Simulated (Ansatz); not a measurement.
`OC(O)(F)O[SiH3]` + H₂O → `OC(O)(O)F` + `O[SiH3]`  (formal hydrolysis of a C–O bond)

Program: Ansatz. Geometries: PBE0-D4/def2-TZVP. ΔE: electronic, gas phase. CCSD(T)/CBS is the MP2 limit (def2-TZVPP, def2-QZVPP) plus CCSD(T) − MP2 in def2-TZVPP, frozen cores. This one scheme is used for every species. Functionals use def2-TZVPP. B3LYP here is the variant with VWN-RPA as its local correlation; programs differ in this. One conformer a species, not always the lowest.

`OC(O)(F)O[SiH3]`:

Z-matrix (Å, degrees):
```
C
O 1 1.368
F 1 1.363 2 104.8
O 1 1.379 2 113.5 3 -118.1
O 1 1.355 2 111.5 3 119.4
H 2 0.962 1 107.4 3 -163.4
H 4 0.963 1 108.2 2 57.4
Si 5 1.673 1 123.9 2 162.0
H 8 1.480 5 103.7 1 164.6
H 8 1.481 5 110.8 1 -77.4
H 8 1.481 5 110.7 1 45.6
```

H₂O:

```xyz
3

O     0.347    0.084   -0.156
H     0.168   -0.468    0.609
H    -0.515    0.384   -0.453
```

`OC(O)(O)F`:

```xyz
8

O     0.169    0.938    0.992
C     0.199   -0.063    0.070
O    -0.380   -1.140    0.670
O    -0.388    0.279   -1.135
F     1.489   -0.350   -0.277
H     0.581    1.708    0.589
H    -0.361   -1.863    0.035
H    -1.308    0.492   -0.944
```

`O[SiH3]`:

Cartesian coordinates in Å:
```
O 0.674 0.686 0.847
Si -0.071 -0.313 -0.230
H 0.250 1.520 1.052
H -1.423 -0.720 0.242
H 0.799 -1.505 -0.349
H -0.229 0.333 -1.562
```

| level | ΔE (kcal/mol) | difference from CCSD(T)/CBS |
| --- | --- | --- |
| PBE-D4 | -0.1 | -1.2 |
| r2SCAN-D4 | -0.1 | -1.2 |
| PBE0-D4 | 0.1 | -1.0 |
| B3LYP-D4 | 0.6 | -0.5 |
| PBE | -1.2 | -2.3 |
| B3LYP | -1.1 | -2.2 |
| MP2/def2-TZVPP | 0.5 | -0.6 |
| HF/def2-QZVPP | -0.6 | -1.7 |
| SCS-MP2/def2-QZVPP | 0.6 | -0.5 |
| MP2/CBS(def2) | 1.1 | 0.0 |
| CCSD(T)/CBS | 1.1 | 0 |

Largest T1 diagnostic among the species: 0.012.

In def2-TZVPP, CCSD(T) changes the Hartree–Fock value by +1.3 kcal/mol (the triples alone add +0.2 kcal/mol) and MP2 by +1.3 kcal/mol. The D4 term adds +1.7 kcal/mol with B3LYP and +1.0 kcal/mol with PBE0; it sums over pairs of atoms, weighted by their polarisabilities, and B3LYP, whose exchange is more repulsive, gets the larger term.
